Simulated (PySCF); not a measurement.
InO, multiplicity 2. Atoms are numbered in the order given.

```xyz
2

In     0.0000     0.0000    -0.2700
O      0.0000     0.0000     1.6537
```
Charge 0, spin multiplicity 2.

The structure is a stationary point at PBE0-D3(BJ)/def2-TZVP. The def2 effective core potentials stand for the cores of In; spin–orbit coupling is left out.

These are PBE/def2-TZVPD in PySCF values and carry that method's errors.

```
Property                                                           Value
-----------------------------------------------  -----------------------
total energy                                          -265.27751 hartree
point group                                                          C∞v
α spin, highest occupied and lowest empty level       -6.28 and -2.27 eV
β spin, highest occupied and lowest empty level       -5.90 and -5.15 eV
dipole moment                                                     4.25 D
mean static polarisability                          50.0 bohr³ (7.41 Å³)
polarisability, principal values                  45.6, 45.6, 58.8 bohr³
⟨S²⟩                                             0.757 (pure state 0.75)
```
